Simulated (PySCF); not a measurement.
SMILES [Si]=[SH+] (HSSi (cation, charge +1)) (PBE0/def2-SVP optimised geometry):

```
3

Si     1.033    -0.684     0.000
S     -1.033    -0.684     0.000
H     -1.016     0.684     0.000
```

Level of theory: PBE0/def2-TZVP in PySCF.

### Question
What are the frontier orbital energies?

### Answer
HOMO-2 -17.93 eV, HOMO-1 -14.90 eV, HOMO -14.81 eV, LUMO -9.61 eV, LUMO+1 -8.97 eV.

On the same geometry PySCF with PBE/def2-TZVP gives HOMO-2 -16.63 eV, HOMO-1 -13.80 eV, HOMO -13.70 eV, LUMO -10.50 eV, LUMO+1 -9.79 eV.

Meta-Löwdin charges at PBE0/def2-TZVP: Si1 0.81, S2 0.01, H3 0.18.
